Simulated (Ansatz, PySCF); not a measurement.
Pulling on the O3–H4 bond in CdFHO (SMILES [OH][Cd][F]) (multiplicity 1 held, fragments rigid). Energies count from the point at 0.964 Å.
Geometry at that point (charge 0, multiplicity 1):
```xyz
4

Cd     0.009     0.006    -0.001
F      1.255     0.921    -1.175
O     -1.318    -0.967     1.077
H     -1.166    -0.852     2.022
```

Restricted levels (R-, RO-) in cc, def2 and unpolarised 6-31G sets keep to the state of the molecule at rest. Active spaces are followed from a long bond inwards. Levels need not reach the same state.

Correlated levels freeze the cores. Rows in 3-21G carry no dispersion term and start afresh at each structure; the Pople sets are all-electron and without relativity.

The values were computed with Ansatz (Gaussian basis) for Hartree–Fock, density functionals and correlated methods; PySCF for 3-21G rows. Values without a source in brackets are computed. In def2 rows elements past Kr take small-core potentials, without spin–orbit coupling.

Energies in eV.

```json
[
 {"R (Å)": "0.771", "R-HF/3-21G": "1.64", "R-PBE/def2-TZVPP": "1.61", "R-SCS-MP2/def2-TZVPP": "1.52", "FIC-MRCISD+Q on CASSCF(4,3)/def2-TZVPP": "1.47"},
 {"R (Å)": "0.867", "R-HF/3-21G": "0.34", "R-PBE/def2-TZVPP": "0.33", "R-SCS-MP2/def2-TZVPP": "0.29", "FIC-MRCISD+Q on CASSCF(4,3)/def2-TZVPP": "[?]"},
 {"R (Å)": "0.964", "R-HF/3-21G": "0.00", "R-PBE/def2-TZVPP": "0.00", "R-SCS-MP2/def2-TZVPP": "0.00", "FIC-MRCISD+Q on CASSCF(4,3)/def2-TZVPP": "0.00"},
 {"R (Å)": "1.060", "R-HF/3-21G": "0.17", "R-PBE/def2-TZVPP": "0.16", "R-SCS-MP2/def2-TZVPP": "0.20", "FIC-MRCISD+Q on CASSCF(4,3)/def2-TZVPP": "0.23"},
 {"R (Å)": "1.156", "R-HF/3-21G": "0.60", "R-PBE/def2-TZVPP": "0.56", "R-SCS-MP2/def2-TZVPP": "0.65", "FIC-MRCISD+Q on CASSCF(4,3)/def2-TZVPP": "0.69"},
 {"R (Å)": "1.301", "R-HF/3-21G": "1.48", "R-PBE/def2-TZVPP": "1.34", "R-SCS-MP2/def2-TZVPP": "1.50", "FIC-MRCISD+Q on CASSCF(4,3)/def2-TZVPP": "[?]"},
 {"R (Å)": "1.445", "R-HF/3-21G": "2.44", "R-PBE/def2-TZVPP": "2.16", "R-SCS-MP2/def2-TZVPP": "2.38", "FIC-MRCISD+Q on CASSCF(4,3)/def2-TZVPP": "2.39"},
 {"R (Å)": "1.686", "R-HF/3-21G": "3.96", "R-PBE/def2-TZVPP": "3.38", "R-SCS-MP2/def2-TZVPP": "3.68", "FIC-MRCISD+Q on CASSCF(4,3)/def2-TZVPP": "3.55"},
 {"R (Å)": "1.927", "R-HF/3-21G": "5.28", "R-PBE/def2-TZVPP": "4.35", "R-SCS-MP2/def2-TZVPP": "4.69", "FIC-MRCISD+Q on CASSCF(4,3)/def2-TZVPP": "4.30"},
 {"R (Å)": "2.216", "R-HF/3-21G": "6.57", "R-PBE/def2-TZVPP": "5.20", "R-SCS-MP2/def2-TZVPP": "5.52", "FIC-MRCISD+Q on CASSCF(4,3)/def2-TZVPP": "4.79"},
 {"R (Å)": "2.602", "R-HF/3-21G": "7.88", "R-PBE/def2-TZVPP": "5.94", "R-SCS-MP2/def2-TZVPP": "6.09", "FIC-MRCISD+Q on CASSCF(4,3)/def2-TZVPP": "5.05"},
 {"R (Å)": "3.084", "R-HF/3-21G": "9.01", "R-PBE/def2-TZVPP": "6.45", "R-SCS-MP2/def2-TZVPP": "6.10", "FIC-MRCISD+Q on CASSCF(4,3)/def2-TZVPP": "5.14"}
]
```

### Question
Complete the blanks.

### Answer

- 1.301, FIC-MRCISD+Q on CASSCF(4,3)/def2-TZVPP: 1.54
- 0.867, FIC-MRCISD+Q on CASSCF(4,3)/def2-TZVPP: 0.26

Doubts at one or more of the structures used: a restricted determinant that unrestricted orbitals would lower (R-HF/3-21G, R-PBE/def2-TZVPP, R-SCS-MP2/def2-TZVPP); active orbitals that take no part (FIC-MRCISD+Q on CASSCF(4,3)/def2-TZVPP).

Ansatz is a program for electronic structure.
